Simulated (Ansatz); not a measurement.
Correlation energies of `C[CH2][In]([F])[F]` by basis set

```xyz
10

C     0.793   -1.064   -0.473
C    -0.284   -0.017   -0.702
In   -0.694    1.202    1.006
F     0.208    1.054    2.726
F    -1.991    2.639    1.187
H     1.751   -0.617   -0.200
H     0.951   -1.649   -1.384
H     0.525   -1.763    0.322
H    -1.241   -0.464   -0.979
H    -0.018    0.679   -1.501
```

Total charge 0; spin multiplicity 1. Correlated methods include outer-core shells of In, which these sets cover unevenly. In: def2 effective core potential. All single points use the PBE0-D4/def2-TZVP geometry. It is one conformer, not always the lowest. Frozen core, restricted reference, Ansatz.

```json
{"basis": "def2-SVP", "HF (Eh)": "-466.55707", "MP2 corr.": "-0.75173"}
{"basis": "def2-TZVPP", "HF (Eh)": "-466.91120", "MP2 corr.": "-1.14230"}
{"basis": "def2-QZVPP", "HF (Eh)": "-466.92674", "MP2 corr.": "-1.40390"}
```

Estimate the CCSD correlation energy and the (T) correction in each basis where they were run (hartree).


```
     basis  CCSD corr.       (T)
  def2-SVP    -0.78593  -0.01802
def2-TZVPP    -1.15616  -0.03828
```
